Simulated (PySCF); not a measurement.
# The electron affinity along the 4p block

Calculated with PySCF 2.14 from differences of total energies of unrestricted determinants, without spin-orbit coupling. Values in eV. The last column holds reference values (measured affinities from photodetachment; the arrow runs from anion to atom). Unmarked ones compare directly (S terms, centres of terms, or small fine structure); those marked * lie between the lowest fine-structure levels and include a spin-orbit shift.

```
                           element                         configurations     UHF    PBE   PBE0  r2SCAN  MP2 (valence)  SCS-MP2 (valence)  reference
Ga (aug-cc-pVQZ-DK, spin-free X2C)  [Ar] 3d10 4s2 4p2 → [Ar] 3d10 4s2 4p1  -0.065  0.491  0.420   0.506          0.265              0.162    0.301 *
Ge (aug-cc-pVQZ-DK, spin-free X2C)  [Ar] 3d10 4s2 4p3 → [Ar] 3d10 4s2 4p2   0.834  1.407  1.373   1.485          1.320              1.152    1.233 *
As (aug-cc-pVQZ-DK, spin-free X2C)  [Ar] 3d10 4s2 4p4 → [Ar] 3d10 4s2 4p3  -0.295  0.849  0.751   0.802          0.531              0.606    0.804 *
Se (aug-cc-pVQZ-DK, spin-free X2C)  [Ar] 3d10 4s2 4p5 → [Ar] 3d10 4s2 4p4   0.927  2.093  2.012   2.060          1.935              1.946    2.021 *
Br (aug-cc-pVQZ-DK, spin-free X2C)               [Kr] → [Ar] 3d10 4s2 4p5   2.339  3.452  3.403   3.462          3.493              3.425    3.364 *
```

The highest occupied level of the anion is positive for Ga⁻ at PBE, PBE0, r2SCAN; Ge⁻ at PBE, PBE0, r2SCAN; As⁻ at PBE, PBE0, r2SCAN; Se⁻ at PBE, PBE0, r2SCAN; Br⁻ at PBE, so there the basis helps to hold the electron.

"Valence" correlates the outer s and p shells and, in groups 3 to 12 and the f block, the outer d or f shell, open or full, or the next shell where the ion has no valence electron left; the wider scheme adds the next inner shell.
